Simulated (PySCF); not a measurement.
Geometry:
```csv
atom,x (Å),y (Å),z (Å)
C1,2.569,-1.912,0.006
C2,2.311,-0.619,0.028
C3,1.243,0.017,0.866
C4,0.174,0.584,-0.036
C5,0.132,1.842,-0.456
C6,1.080,2.952,-0.137
C7,-0.869,-0.412,-0.469
C8,-1.982,-0.554,0.575
C9,-3.036,-1.564,0.140
H10,2.030,-2.610,0.627
H11,3.334,-2.332,-0.626
H12,2.859,0.062,-0.609
H13,0.803,-0.731,1.528
H14,1.684,0.803,1.482
H15,-0.679,2.134,-1.114
H16,1.517,3.338,-1.058
H17,0.545,3.773,0.341
H18,1.886,2.633,0.516
H19,-1.314,-0.098,-1.416
H20,-0.396,-1.384,-0.624
H21,-2.450,0.421,0.728
H22,-1.553,-0.867,1.529
H23,-3.813,-1.656,0.896
H24,-3.500,-1.255,-0.794
H25,-2.586,-2.544,-0.011
```

- geometry: GFN2-xTB
- shieldings: GIAO PBE0/pcSseg-1
- run in PySCF 2.14
- rapidly exchanging positions averaged, isolated molecule, no relativistic terms, one computed conformer

Referencing at the same level of theory: $^{13}$C against TMS.

Do the $^{13}$C shifts follow the atomic charges (in e)? Tabulate both.

Results:


```tsv
atoms	hybridisation	δ (ppm)	σ para (ppm)	Hirshfeld	IAO	Mulliken	ESP-fitted
C4	sp2	146.4	-223	+0.01	+0.01	-0.33	-0.21
C2	sp2	146.4	-217	-0.03	-0.12	-0.21	-0.06
C5	sp2	127.8	-197	-0.05	-0.17	-0.16	+0.05
C1	sp2	120.9	-188	-0.11	-0.33	-0.15	-0.52
C7	sp3	43.2	-107	-0.07	-0.26	-0.12	-0.22
C3	sp3	39.8	-100	-0.07	-0.27	-0.12	-0.25
C8	sp3	29.5	-92	-0.07	-0.24	-0.27	+0.34
C9	sp3	17.3	-76	-0.12	-0.42	-0.26	-0.40
C6	sp3	17.0	-79	-0.12	-0.42	-0.20	-0.42
```

Correlation coefficients of δ with charge over these carbons: Hirshfeld +0.67, IAO +0.76, Mulliken -0.12, ESP-fitted +0.08; with the paramagnetic shielding -1.00. Among the 5 sp3 carbons alone: Hirshfeld +0.87, IAO +0.87, Mulliken +0.75, ESP-fitted +0.29. With so few points, grouped by hybridisation, these coefficients are fragile. Charge is one influence among several: hybridisation and low-lying excitations act through the paramagnetic term.

Shifts are as computed. Against solution values, carbons near 30 ppm lie about +3 ppm off and those near 130 ppm about +5 ppm. Of 1211 compounds with measured shifts, 218 miss one by over three times the rms of a fit or turn the order of signals round; such compounds aren't used in these exercises.
